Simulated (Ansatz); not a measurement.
Computed with Ansatz on PBE0-D4/def2-TZVP structures; ΔE is electronic, products minus reactants. CCSD(T)/CBS is the MP2 limit (def2-TZVPP, def2-QZVPP) plus CCSD(T) − MP2 in def2-TZVPP, frozen cores. Functionals use def2-TZVPP. Each species was taken in one conformer, which may not be the lowest.

`O=CS[SiH2]O` + `[SiH3][SiH2]Cl` → `O[SiH2][SiH2]Cl` + `O=CS[SiH3]`  (redistribution)

```
         level  ΔE (kJ/mol)
       PBE0-D4         24.9
MP2/def2-QZVPP         24.7
```

**Question.** What does CCSD(T)/CBS give? (Estimate.)

**Answer.** Computed: +24.5 kJ/mol. The listed levels differ from it by 0.4, 0.2 kJ/mol.

Largest T1 diagnostic among the species: 0.017.
